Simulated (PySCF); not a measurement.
**O (oxygen, neutral) across methods**

[He] 2s2 2p4, high-spin 3P determinant. Computed with PySCF 2.14 in aug-cc-pwCVQZ, with no relativity, point nucleus.

| method | E (hartree) | mean ε 2s β (eV) | mean ε 2p α (eV) | mean ε 2p β (eV) | Σ⟨r²⟩ (bohr²) | ⟨S²⟩ |
| --- | --- | --- | --- | --- | --- | --- |
| revPBE | -75.0753 | -21.525 | -10.148 | -7.572 | 11.70 | 2.004 |
| LDA | -74.5300 | -21.645 | -10.373 | -7.451 | 11.77 | 2.004 |
| PBE | -75.0138 | -21.555 | -10.196 | -7.602 | 11.71 | 2.003 |
| UHF | -74.81766 | -29.278 | -18.448 | -14.198 | 11.22 | 2.009 |
| TPSS | -75.1084 | -21.880 | -10.333 | -7.923 | 11.57 | 2.004 |
| PBE0 | -75.0217 | -23.814 | -12.385 | -9.487 | 11.50 | 2.004 |
| BHandHLYP | -75.0796 | -26.123 | -14.496 | -11.408 | 11.40 | 2.005 |

Task: Estimate the same row for r2SCAN.

Result: E (hartree) = -75.0621; mean ε 2s β (eV) = -21.797; mean ε 2p α (eV) = -10.844; mean ε 2p β (eV) = -7.926; Σ⟨r²⟩ (bohr²) = 11.48; ⟨S²⟩ = 2.006.
